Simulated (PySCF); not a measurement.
# How methods differ on the excitation energy of C

C [He] 2s2 2p2 (3P) → C [He] 2s1 2p3 (5S), as a difference of total energies. All numbers are calculated (PySCF 2.14, the spin-free X2C one-electron Hamiltonian (Gaussian nucleus), in aug-cc-pVTZ-DK). Correlated levels: valence: 1s2 frozen. The calculations carry no spin-orbit coupling.

| method | excitation energy (eV) | error (eV) |
| --- | --- | --- |
| UHF | 2.598 | -1.581 |
| LDA | 4.087 | -0.092 |
| PBE | 4.144 | -0.035 |
| PBE0 | 4.039 | -0.140 |
| r2SCAN | 3.633 | -0.546 |
| LC-wPBE | 4.025 | -0.154 |
| MN15 | 4.242 | +0.063 |
| B97-3 | 4.425 | +0.246 |
| BLYP | 4.863 | +0.684 |
| MP2 (valence) | 3.703 | -0.476 |
| SCS-MP2 (valence) | 4.262 | +0.083 |

Reference: 4.179 eV (measured; NIST levels, between the centres of gravity of the two terms).

Errors of the correlated levels include the incompleteness of this basis and the frozen core.
